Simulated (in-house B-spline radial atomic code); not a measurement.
**Two electrons outside the [Ar] 3d10 4s2 4p6 core: Te¹⁴⁺**

Computed with a B-spline radial code for spherical atoms: configuration interaction (CI) of the two valence electrons in the field of the frozen Dirac-Fock core, alone and with many-body perturbation theory for the core (screened one- and two-electron correlation potentials), Breit and QED terms; no-pair Dirac Hamiltonian, finite nucleus. Labels give the configuration (outer n counted up each series) and the leading LS term, or the jj pair where no LS term holds 70 %.

Command:
```bash
python run_mb.py task.json out
```
Settings (nuclear radius in fm, box in bohr, cutoff in hartree):
```
basis_form          3
Z                   52
core_configuration  [Ar] 3d10 4s2 4p6
rms_radius          4.7423
mass_number         130
speed_of_light      137.036
box_radius          5.625
lmax                6
intervals           60
virtual_cutoff      5408.0
```

Cost of the run: 56 s on 1 thread of Intel(R) Xeon(R) 6975P-C, on a shared host.

Excitation energies (cm⁻¹):

```json
{"level": "4d2 3F2", "purity of the LS term": "0.907", "CI alone": "0", "CI + MBPT + Breit + QED": "0"}
{"level": "4d2 3F3", "purity of the LS term": "1.0", "CI alone": "13439", "CI + MBPT + Breit + QED": "13388"}
{"level": "4d2 3F4", "purity of the LS term": "0.907", "CI alone": "25067", "CI + MBPT + Breit + QED": "24714"}
{"level": "4d2 3P0", "purity of the LS term": "0.941", "CI alone": "27754", "CI + MBPT + Breit + QED": "27135"}
{"level": "4d2 (3/2,5/2)2", "purity of the LS term": "0.496 (1D)", "CI alone": "31230", "CI + MBPT + Breit + QED": "30779"}
{"level": "4d2 3P1", "purity of the LS term": "1.0", "CI alone": "?", "CI + MBPT + Breit + QED": "?"}
{"level": "4d2 1G4", "purity of the LS term": "0.906", "CI alone": "50508", "CI + MBPT + Breit + QED": "47937"}
{"level": "4d2 (5/2,5/2)2", "purity of the LS term": "0.563 (3P)", "CI alone": "?", "CI + MBPT + Breit + QED": "?"}
{"level": "4d2 1S0", "purity of the LS term": "0.941", "CI alone": "93635", "CI + MBPT + Breit + QED": "96786"}
```

Problem. Where does 4d2 3P1 lie?

Solution. 35510 cm⁻¹ in CI alone and 34617 cm⁻¹ with all corrections.

Problem. Where does 4d2 (5/2,5/2)2 lie?

Solution. 50274 cm⁻¹ in CI alone and 49699 cm⁻¹ with all corrections.

Problem. What is the first ionisation energy?

Solution. 328.73 eV to the 4d3/2 state of the next ion (325.88 eV from CI alone). NIST lists 328 ± 3 eV (tabulated theory).
